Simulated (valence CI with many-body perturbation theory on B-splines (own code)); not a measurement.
Results of a calculation; reference values are marked as such.
**Ir LXIV: magnetic and hyperfine properties of the levels**

Level of theory: valence CI with perturbative core correlation (CI+MBPT): four valence electrons over a frozen Dirac-Fock core [Ne], a basis of 11 s, 11 p, 10 d, 8 f, 5 g, 2 h functions for each j, with the one-electron correlation potential Σ1, the two-electron term Σ2, the three-electron term Σ3, Breit, model QED; selected CI, second order for the rest, scaled by the run's own slope (own B-spline code, finite nucleus).

The last digits are not significant, and no measured levels were compared; by estimate large intervals hold to a few tenths of a per cent, small ones and those within an open d or f shell to about a per cent. Among the levels kept, up to 600 cm⁻¹ of a level comes from second order outside the variational space, and about a tenth of that is noise between levels of different J, which matters for small intervals.

A/g_I is the dipole constant over the nuclear g factor μ/I (μ in nuclear magnetons, uniformly magnetised nucleus), B/Q the quadrupole constant per barn. Both hold the static response of the core; the bare values leave it out. Large factors of s and p1/2 electrons are usually good to 5 to 10 %; those of open d and f shells near neutrality can be off by tens of per cent, and small factors of p3/2, d and f electrons come from cancelling terms and can be off by a factor of two or in sign, in half-filled shells by more. B is blank for J = 1/2, where it vanishes, and for nearly pure S terms. Energies count from the lowest level. Levels with J = 0 are left out.

Levels are named by their leading jj configuration (3d3/2^4 stands for four electrons in 3d with j = 3/2), which in mixed levels can hold well under half, so a name can repeat and another be missing. Letters in brackets count levels of one name in rising energy.

| Level | E (× 10³ cm⁻¹) | g | A/g_I (MHz) | A/g_I bare | B/Q (MHz/b) | B/Q bare |
| --- | --- | --- | --- | --- | --- | --- |
| (3s^2 3p1/2 3p3/2) J=1 | 3409.5 | 1.488 | -268000 | -259000 | 250000 | 247000 |
| (3s^2 3p1/2 3p3/2) J=2 | 3488.0 | 1.159 | 763000 | 752000 | 468000 | 462000 |
| (3s 3p1/2^2 3p3/2) J=2 | 4862.6 | 1.516 | 1870000 | 1830000 | 470000 | 464000 |
| (3s 3p1/2^2 3p3/2) J=1 | 5093.1 | 1.047 | -1230000 | -1200000 | 254000 | 251000 |
| (3s^2 3p1/2 3d3/2) J=2 | 5277.0 | 0.752 | 682000 | 675000 | 101000 | 103000 |
| (3s^2 3p1/2 3d3/2) J=1 | 5655.2 | 0.881 | -602000 | -584000 | 82100 | 82500 |
| (3s^2 3p1/2 3d5/2) J=2 | 6232.7 | 1.282 | -275000 | -265000 | 73900 | 75900 |
| (3s^2 3p1/2 3d5/2) J=3 | 6243.8 | 1.102 | 430000 | 426000 | 79400 | 82000 |
| (3s 3p1/2^2 3d3/2) J=1 | 6766.4 | 0.445 | -1550000 | -1510000 | 42400 | 43700 |
| (3s 3p1/2^2 3d3/2) J=2 | 6828.4 | 1.122 | 1780000 | 1750000 | 81300 | 83500 |
| (3s^2 3p3/2^2) J=2 | 6959.5 | 1.310 | 264000 | 263000 | 32400 | 32000 |
| (3s 3p1/2^2 3d5/2) J=3 | 7680.4 | 1.340 | 1190000 | 1170000 | 78100 | 80800 |
| (3s 3p1/2^2 3d5/2) J=2 | 7798.9 | 1.027 | -1060000 | -1030000 | 59600 | 62000 |
| (3s 3p1/2 3p3/2^2) J=2 [a] | 8193.3 | 1.528 | 1200000 | 1180000 | 93200 | 91900 |
| (3s 3p1/2 3p3/2^2) J=3 | 8352.7 | 1.310 | 1630000 | 1600000 | 22400 | 22200 |
| (3s 3p1/2 3p3/2^2) J=2 [b] | 8571.5 | 1.083 | 181000 | 183000 | -23900 | -23400 |
| (3s 3p1/2 3p3/2^2) J=1 [a] | 8576.1 | 1.268 | 1320000 | 1300000 | -344000 | -340000 |
| (3s 3p1/2 3p3/2^2) J=1 [b] | 8673.5 | 1.336 | 1170000 | 1150000 | 268000 | 265000 |
| (3s^2 3p3/2 3d3/2) J=3 | 9002.0 | 1.078 | 235000 | 236000 | 548000 | 545000 |
| (3s^2 3p3/2 3d3/2) J=2 | 9045.8 | 1.057 | 25200 | 30000 | -35900 | -35400 |
| (3s^2 3p3/2 3d3/2) J=1 | 9048.9 | 1.115 | 299000 | 298000 | -245000 | -243000 |
| (3s^2 3p3/2 3d5/2) J=4 | 9586.6 | 1.236 | 127000 | 128000 | 610000 | 606000 |
| (3s^2 3p3/2 3d5/2) J=2 | 9671.9 | 1.224 | 88300 | 91100 | -323000 | -318000 |
| (3s^2 3p3/2 3d5/2) J=3 | 9860.2 | 1.201 | 143000 | 144000 | -15000 | -12400 |
| (3s 3p1/2 3p3/2 3d3/2) J=2 [a] | 9930.4 | 1.160 | 469000 | 466000 | -9110 | -8890 |
| (3s^2 3p3/2 3d5/2) J=1 | 9948.7 | 1.071 | -34900 | -29900 | 81800 | 81900 |
| (3s 3p1/2 3p3/2 3d3/2) J=1 [a] | 10010 | 1.126 | 682000 | 674000 | -229000 | -227000 |
| (3s 3p1/2 3p3/2 3d3/2) J=3 [a] | 10057 | 1.126 | 1060000 | 1050000 | 160000 | 159000 |
| (3s 3p1/2 3p3/2 3d3/2) J=2 [b] | 10104 | 1.191 | 610000 | 604000 | -48200 | -48200 |
| (3s 3p1/2 3p3/2 3d3/2) J=4 | 10204 | 1.152 | 1270000 | 1250000 | 478000 | 475000 |
| (3s 3p1/2 3p3/2 3d3/2) J=2 [c] | 10321 | 0.909 | 780000 | 769000 | -166000 | -163000 |
| (3s 3p1/2 3p3/2 3d3/2) J=3 [b] | 10379 | 1.253 | 1100000 | 1080000 | 430000 | 426000 |
| (3s 3p1/2 3p3/2 3d3/2) J=1 [b] | 10416 | 1.680 | 2670000 | 2620000 | 167000 | 166000 |
| (3s 3p1/2 3p3/2 3d3/2) J=2 [d] | 10438 | 1.363 | 1180000 | 1160000 | 152000 | 149000 |

Take the isotope of mass number 191, with I = 3/2, μ = 0.1502 μN and Q = 0.816 b. What is the hyperfine structure of (3s^2 3p1/2 3d5/2) J=3?

From the table A = 43100 MHz, B = 64800 MHz. Shifts from the centre of gravity in MHz: F = 3/2: -220000, F = 5/2: -161000, F = 7/2: -32400, F = 9/2: 210000.
